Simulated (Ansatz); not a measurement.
Program: Ansatz. Geometries: PBE0-D4/def2-TZVP. ΔE: electronic, gas phase. CCSD(T)/CBS adds triple-zeta CCSD(T) − MP2 to the extrapolated MP2 energy (def2 sets, frozen cores). DFT in def2-TZVPP. For Br outer-core shells are correlated without core-valence functions, which leaves a few kJ/mol of doubt a bond. Scalar relativity is left out up to krypton. Each species was taken in one conformer, which may not be the lowest.

Consider the redistribution: `[SiH]Br` + `CC(C)[O][AlH2]` → `CC(C)O[SiH]` + `[AlH2][Br]`.

```tsv
species	LC-ωPBE energy (Eh)
`[SiH]Br`	-2863.78482
`CC(C)[O][AlH2]`	-437.31148
`CC(C)O[SiH]`	-483.70847
`[AlH2][Br]`	-2817.40440
```

Question: Work out ΔE.

Answer: ΔE = (-483.70847) + (-2817.40440) − (-2863.78482) − (-437.31148) = -0.01657 Eh = -43.5 kJ/mol. CCSD(T)/CBS gives -41.7 kJ/mol.

Largest T1 diagnostic among the species: 0.014.

Leaving LDA and LC-ωPBE aside and taking each functional with its dispersion term where it has one, the values, not all of them listed here, spread over 9.2 kJ/mol, from PBE-QIDH to BLYP-D4. From BLYP to BHLYP (50 % exact exchange), in def2-TZVPP and without D4, ΔE moves by −5.8 kJ/mol.
